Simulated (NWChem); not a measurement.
Species: C4H7 cation

```xyz
11

C     -1.1552     0.8111     0.0014
C     -0.0004     0.0375    -0.0031
C      1.1754     0.7792     0.0030
C     -0.0176    -1.4603    -0.0061
H     -2.1526     0.3545     0.0336
H     -1.1088     1.9060    -0.0192
H      2.1601     0.2954     0.0364
H      1.1594     1.8750    -0.0177
H     -0.9558    -1.8527     0.4073
H      0.0773    -1.8341    -1.0384
H      0.8197    -1.8704     0.5748
```
Atoms are numbered in this order, from 1.

The geometry was optimised at PBE0/def2-SVP.

**Question.** Give the principal values of the shielding tensors (ppm) of C1, C2, C3, C4 from Hartree-Fock/6-31G* (spherical d), GIAO (NWChem), with their diamagnetic and paramagnetic parts as GIAO splits them.

**Answer.** 
```json
[
 {"atom": "C1", "σ11": "-157.4", "σ22": "-84.5", "σ33": "157.6", "isotropic": "-28.1", "diamagnetic": "255.8", "paramagnetic": "-283.9"},
 {"atom": "C2", "σ11": "-43.2", "σ22": "9.4", "σ33": "188.4", "isotropic": "51.5", "diamagnetic": "255.4", "paramagnetic": "-203.8"},
 {"atom": "C3", "σ11": "-159.1", "σ22": "-86.3", "σ33": "159.0", "isotropic": "-28.8", "diamagnetic": "255.8", "paramagnetic": "-284.6"},
 {"atom": "C4", "σ11": "172.5", "σ22": "178.1", "σ33": "201.3", "isotropic": "184.0", "diamagnetic": "248.0", "paramagnetic": "-64.0"}
]
```
